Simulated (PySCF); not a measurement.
**Ag(2+) (silver, charge +2) across methods**

[Kr] 4d8 5s1, high-spin 4F determinant (an excited configuration). Computed with PySCF 2.14 in aug-cc-pVTZ-PP with one added diffuse shell each of s, p, d, f, g type with ECP28MDF (7s7p6d4f3g, 113 functions), with scalar relativity through the core potential.

```
 method  E (hartree)  mean ε 4d α (eV)  mean ε 4d β (eV)  mean ε 5s α (eV)  Σ⟨r²⟩ (bohr²)   ⟨S²⟩
   PBE0    -145.5586           -35.999           -34.217           -24.114          30.72  3.751
 r2SCAN    -145.6152           -34.262           -32.426           -23.587          30.63  3.752
    LDA    -145.2575           -33.820           -32.076           -23.715          30.89  3.750
 revPBE    -145.6226           -33.624           -31.985           -23.225          30.77  3.751
wB97M-V    -145.4967           -38.445           -36.795           -26.037          30.76  3.751
    PBE    -145.5645           -33.674           -32.019           -23.337          30.79  3.751
    UHF   -144.83289           -41.979           -39.750           -25.808          30.84  3.753
```

**Question.** Estimate the same row for PBEsol.

**Answer.** E (hartree) = -145.3663; mean ε 4d α (eV) = -33.657; mean ε 4d β (eV) = -31.931; mean ε 5s α (eV) = -23.423; Σ⟨r²⟩ (bohr²) = 30.81; ⟨S²⟩ = 3.750.

Energies and moments cover only the electrons outside the core potential.
